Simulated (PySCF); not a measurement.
B³⁺ (boron, charge +3): UHF calculation

Configuration: 1s2, closed-shell 1S. Computed with PySCF 2.14 in pcseg-2, with the non-relativistic Hamiltonian (point nucleus).

| Item | Value |
| --- | --- |
| Total energy | -21.984115 hartree |
| One-electron energy | -24.8735 hartree |
| Hartree (Coulomb) energy | 5.7789 hartree |
| Exchange energy | -2.8894 hartree |
| Kinetic energy | 21.88529 hartree |
| ⟨S²⟩ | 0.0000 |
| ⟨L²⟩ | 0.000 |
| Sum of ⟨r⟩ | 0.6522 bohr |
| Sum of ⟨r²⟩ | 0.2867 bohr² |
| Density at the nucleus (Gaussians lack the cusp) | 66.8 bohr⁻³ |
| Langevin diamagnetic susceptibility | -0.227 ×10⁻⁶ cm³/mol |
| Time after the integrals | 0.07 s of wall time on 1 thread of Neoverse-N1 (shared host) |

```json
{"shell": "1s", "electrons": "2", "mean orbital energy (hartree)": "-9.54734", "rms radius, mean of both spins (bohr)": "0.379"}
```
